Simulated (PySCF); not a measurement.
C7H9BO2, SMILES Cc1ccc(B(O)O)cc1, singlet (GFN2-xTB optimised geometry):

```
19

C     -1.927    -2.743    -0.021
C     -1.155    -1.459     0.000
C     -1.813    -0.236    -0.001
C     -1.102     0.949    -0.005
C      0.293     0.963    -0.005
B      1.129     2.303    -0.007
O      2.461     2.238     0.212
O      0.586     3.535    -0.223
C      0.942    -0.273     0.000
C      0.235    -1.459     0.000
H     -2.856    -2.646     0.537
H     -1.342    -3.555     0.404
H     -2.179    -3.009    -1.048
H     -2.894    -0.213     0.004
H     -1.651     1.883     0.003
H      2.894     3.092     0.192
H     -0.355     3.555    -0.391
H      2.021    -0.285     0.005
H      0.766    -2.401     0.003
```

Computed with PySCF 2.14.0 with B3LYP/def2-SVP.

Task: What are the frontier orbital energies and the dipole moment?

Result: HOMO-2 -8.57 eV, HOMO-1 -6.94 eV, HOMO -6.67 eV, LUMO -0.62 eV, LUMO+1 -0.11 eV; dipole moment 1.32 D.

Meta-Löwdin charges at B3LYP/def2-SVP: C1 -0.29, C2 0.04, C3 -0.12, C4 -0.09, C5 -0.12, B6 0.40, O7 -0.48, O8 -0.49, C9 -0.07, C10 -0.12, H11 0.10, H12 0.10, H13 0.11, H14 0.09, H15 0.08, H16 0.33, H17 0.33, H18 0.11, H19 0.10.
